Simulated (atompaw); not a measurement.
**Cutoff test, Tl (Z = 81), PAW (atompaw)**

atompaw 4.2.0.5 input, output lines left out:

```
Tl 81
GGA-PBESOL scalarrelativistic loggrid 2001 logderivrange -3 5 201
6 6 5 4 0 0
6 0 1.5
6 1 1.5
0 0 0
c
c
c
c
c
v
c
c
c
c
v
c
c
c
c
2
3.00 2.45 2.75 2.75
y
1.15
n
y
0.55
n
y
0.25
n
bloechl sinc
bessel
```

The pseudo-atom Hamiltonian at the reference potential is diagonalised in spherical Bessel functions j_l(qr) that vanish at 20 bohr, with q² up to the cutoff. All-electron valence levels (Ry): 6s -0.7534, 6p -0.2055.

How do the lowest levels (Ry) of each channel move with the cutoff, and are there ghosts?

```csv
cutoff (Ry),s #1,s #2,p #1,d #1,d #2,f #1,f #2,Σ f·Δε (mRy)
8,-0.7533,-0.0339,-0.2055,0.0439,0.1309,0.0994,0.2207,0.2
10,-0.7533,-0.0340,-0.2055,0.0439,0.1309,0.0994,0.2207,0.0
400,-0.7533,-0.0340,-0.2056,0.0439,0.1309,0.0994,0.2207,0.0
```

Result: no extra level below or beside the all-electron valence levels (s, p, d, f tested); 10 mRy is reached at 6 Ry and 1 mRy at 6 Ry.
